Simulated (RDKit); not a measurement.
Job for RDKit: MMFF94 on NH3 (SMILES N).

```python
from rdkit import Chem
from rdkit.Chem import AllChem, rdDetermineBonds

blocks = [
'''4

N     0.00000000   -0.00002166    0.27906864
H    -0.00000000    0.94280068   -0.09306197
H     0.81651180   -0.47143951   -0.09305334
H    -0.81651180   -0.47143951   -0.09305334
''',
]
mol = None
for b in blocks:
    f = Chem.MolFromXYZBlock(b)
    rdDetermineBonds.DetermineBonds(f, charge=0)
    mol = f if mol is None else Chem.CombineMols(mol, f)
Chem.SanitizeMol(mol)
print(Chem.MolToSmiles(Chem.RemoveHs(mol)))
ff = AllChem.MMFFGetMoleculeForceField(mol, AllChem.MMFFGetMoleculeProperties(mol), nonBondedThresh=100.0, ignoreInterfragInteractions=False)
e = ff.CalcEnergy()
print(f'MMFF94 energy {e:.6f} kcal/mol')
```

Program output:

```
N
MMFF94 energy 0.089140 kcal/mol
```

The run finished.

Cost: very roughly 0.010 core-seconds.
